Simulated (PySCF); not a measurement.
## Lu (lutetium, neutral) across methods

[Xe] 4f14 5d1 6s1 6p1, one real determinant (an excited configuration). Computed with PySCF 2.14 in x2c-TZVPPall with one added diffuse shell each of s, p, d type (12s8p8d2f2g, 108 functions), with scalar relativity by spin-free X2C-1e.

| method | E (hartree) | mean ε 6s α (eV) | mean ε 5d α (eV) | mean ε 6p α (eV) | Σ⟨r²⟩ (bohr²) | ⟨S²⟩ |
| --- | --- | --- | --- | --- | --- | --- |
| PBE | -14563.38 | -5.902 | -3.373 | -2.416 | 83.95 | 3.751 |
| UHF | -14558.29285 | -8.310 | -6.594 | -4.354 | 86.22 | 3.753 |
| PW91 | -14564.91 | -5.956 | -3.419 | -2.432 | 83.76 | 3.751 |
| PBE0 | -14563.14 | -6.604 | -4.283 | -2.959 | 83.82 | 3.751 |
| revPBE | -14563.78 | -5.847 | -3.358 | -2.412 | 83.90 | 3.751 |
| r2SCAN | -14563.48 | -6.036 | -3.676 | -2.482 | 83.44 | 3.752 |
| LDA | -14553.77 | -6.086 | -3.394 | -2.424 | 83.81 | 3.751 |
| M06-2X | -14564.75 | -7.384 | -5.170 | -3.361 | 82.27 | 3.751 |

⟨L²⟩ = 8.01 against 12 for a pure F term, so this real determinant mixes terms. Spin-orbit coupling, absent here, splits the open shell strongly.
